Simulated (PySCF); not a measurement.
Al(F)(OMe)(NH2) (CH5AlFNO), SMILES C[O][Al]([F])[NH2].

The structure is a stationary point at r2SCAN-D4/def2-SVP. The structure was generated by enumeration; whether it is a known compound was not checked. One conformer was computed; it need not be the lowest.

The numbers are results of r2SCAN/def2-TZVP in PySCF, not measurements.

Symmetry labels are those of the subgroup Cs that the program uses (full group Cs).

Computed valence orbital energies around the gap with their symmetry:
```csv
orbital,symmetry,energy (eV)
HOMO−7,A",-11.08
HOMO−6,A',-10.95
HOMO−5,A',-10.14
HOMO−4,A",-9.70
HOMO−3,A',-9.47
HOMO−2,A',-7.09
HOMO−1,A",-7.07
HOMO,A",-6.39
LUMO,A',-0.67
LUMO+1,A",0.64
LUMO+2,A',1.40
LUMO+3,A',2.04
```
